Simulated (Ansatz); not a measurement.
`[Cl][Al]([Cl])[SeH]` + CH₃NH₂ → `C[NH][Al]([Cl])[Cl]` + H₂Se at 700 K and 1 bar (ligand exchange at the Al–Se bond).

Isolated molecules relaxed with PBE0-D4/def2-TZVP in Ansatz; ΔE leaves out vibrations. CBS: MP2 limit from def2 TZ/QZ plus the TZ coupled-cluster correction, frozen cores. For Se outer-core shells are correlated without core-valence functions, which leaves a few kJ/mol of doubt a bond. Scalar relativity is left out up to krypton. Each species was taken in one conformer, which may not be the lowest.

```csv
species,CCSD(T)/CBS energy (Eh),H − E (kJ/mol),S (J/(mol·K))
`[Cl][Al]([Cl])[SeH]`,-3563.06769,87.1,431.0
CH₃NH₂,-95.75281,207.6,296.6
`C[NH][Al]([Cl])[Cl]`,-1256.91293,225.1,468.8
H₂Se,-2401.89790,61.1,251.1
```

H − E and S are ideal-gas, rigid-rotor, harmonic terms from PBE0-D4/def2-TZVP, for one conformer and one mirror image of each species. 1 Eh = 2625.50 kJ/mol, R = 8.31446 J/(mol·K).

**Question.** By hand: ΔE, ΔH, ΔS and ΔG.

**Answer.** ΔE = (-1256.91293) + (-2401.89790) − (-3563.06769) − (-95.75281) = 0.00967 Eh = 25.4 kJ/mol. Δ(H − E) = 225.1 + 61.1 − 87.1 − 207.6 = -8.5, so ΔH = 16.9 kJ/mol. ΔS = 468.8 + 251.1 − 431.0 − 296.6 = -7.7 J/(mol·K). ΔG = 16.9 − 700 × (-7.7)/1000 = 22.3 kJ/mol.

**Question.** By hand: the equilibrium constant, and the temperature at which ΔG would vanish if ΔH and ΔS stayed fixed.

**Answer.** log₁₀ K = −ΔG/(RT ln 10) = -1.7. ΔH and −TΔS have one sign here, so there is no such temperature.

The number of gas molecules stays the same, so ΔS is small and ΔH decides. A doubt of 5 kJ/mol in ΔE shifts log₁₀ K by 0.4 here. Other conformers and mirror images would add mixing entropy, several J/(mol·K) or more a flexible species. These are equilibria of isolated gas molecules and say nothing of rates. Largest T1 diagnostic: 0.009 (customary marks: 0.02 for closed shells, 0.045 for open ones).

ΔS is within the doubt of such terms, so its sign, and with it that verdict, could turn.
